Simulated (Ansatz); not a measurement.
C₆H₁₂O, SMILES `CCC(C)C(C)=O`, relaxed with RKS PBE-D4/def2-SVP in the Gaussian-basis code of Ansatz from a rough embedded geometry. The force threshold is 0.03 eV/Å; the program also tests the step.

The species carries charge 0 and has multiplicity 1.

Start:

```xyz
19

C     1.244    1.772    0.627
C    -0.042    1.059    1.027
C    -0.510    0.082   -0.055
C    -1.887   -0.497    0.291
C     0.456   -1.090   -0.171
C     0.710   -1.558   -1.581
O     0.957   -1.615    0.790
H     2.051    1.054    0.494
H     1.108    2.318   -0.305
H     1.541    2.479    1.397
H     0.125    0.500    1.950
H    -0.828    1.795    1.210
H    -0.571    0.601   -1.016
H    -1.837   -1.036    1.234
H    -2.617    0.303    0.384
H    -2.224   -1.185   -0.482
H     1.277   -2.485   -1.578
H    -0.232   -1.702   -2.105
H     1.276   -0.793   -2.110
```

```
step  energy (eV)  largest force (eV/Å)  largest move (Å)
   1   -8448.1650                 1.343             0.000
   2   -8448.2801                 0.250             0.057
   3   -8448.2902                 0.073             0.026
   4   -8448.2907                 0.079             0.015
   5   -8448.2913                 0.021             0.021
   6   -8448.2918                 0.049             0.044
   7   -8448.2922                 0.106             0.061
   8   -8448.2925                 0.070             0.009
   9   -8448.2928                 0.021             0.027
```

End:

```xyz
19

C     1.250    1.832    0.699
C    -0.033    1.074    1.041
C    -0.486    0.099   -0.055
C    -1.873   -0.499    0.251
C     0.504   -1.068   -0.211
C     0.650   -1.653   -1.604
O     1.122   -1.510    0.745
H     2.102    1.137    0.557
H     1.137    2.427   -0.232
H     1.532    2.535    1.509
H     0.115    0.488    1.973
H    -0.858    1.792    1.239
H    -0.546    0.635   -1.030
H    -1.851   -1.050    1.213
H    -2.634    0.304    0.333
H    -2.211   -1.203   -0.536
H     1.212   -2.604   -1.565
H    -0.336   -1.806   -2.088
H     1.204   -0.929   -2.240
```

It took 29 s on 2 threads of an AMD EPYC 7R13 on a shared host, with 0.25 GiB of host memory at the peak.
